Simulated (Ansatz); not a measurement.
`N[Si@H]1O[C@H]1Cl` → C• + Cl• + 4 H• + N• + O• + Si•  (atomization)

Gas-phase electronic energies from Ansatz, PBE0-D4/def2-TZVP geometries. CBS: MP2 limit from def2 TZ/QZ plus the TZ coupled-cluster correction, frozen cores. This one scheme is used for every species, atoms too. For atomizations the MP2-based limit and the directly extrapolated one differ by several kJ/mol either way, and by 10 to 25 for some Ge, Se and Sn compounds, so smaller differences from it don't rank the levels. Functionals use def2-TZVPP. Open shells (•) are unrestricted, without spin–orbit coupling. Spin–orbit coupling would lower the free atoms: a little for C, Cl, O, Si. Each species was taken in one conformer, which may not be the lowest.

CCSD(T)/CBS gives +770.4 kcal/mol.

**Question.** Another level gave +902.5 kcal/mol. Which?
A. BLYP/def2-TZVPP
B. PBE/def2-TZVPP
C. LDA (SPW92)/def2-TZVPP
D. r2SCAN-D4/def2-TZVPP

**Answer.** C. LDA (SPW92) 902.5, PBE 787.3, r2SCAN-D4 772.0, BLYP 760.4 kcal/mol.

Largest T1 diagnostic among the species: 0.013.

From r2SCAN to r2SCAN0 (25 % exact exchange), in def2-TZVPP and without D4, ΔE moves by −19.0 kcal/mol: exact exchange takes away binding that semilocal exchange gives to molecules. In def2-TZVPP, CCSD(T) changes the Hartree–Fock value by +229.2 kcal/mol (the triples alone add +16.1 kcal/mol) and MP2 by +251.1 kcal/mol; breaking electron pairs costs correlation energy, which Hartree–Fock lacks. Leaving LDA and LC-ωPBE aside and taking each functional with its dispersion term where it has one, the values, not all of them listed here, spread over 56.8 kcal/mol, from BHLYP-D4 to PBE-D4. LDA lies +115.2 kcal/mol from PBE without D4, its usual overbinding.
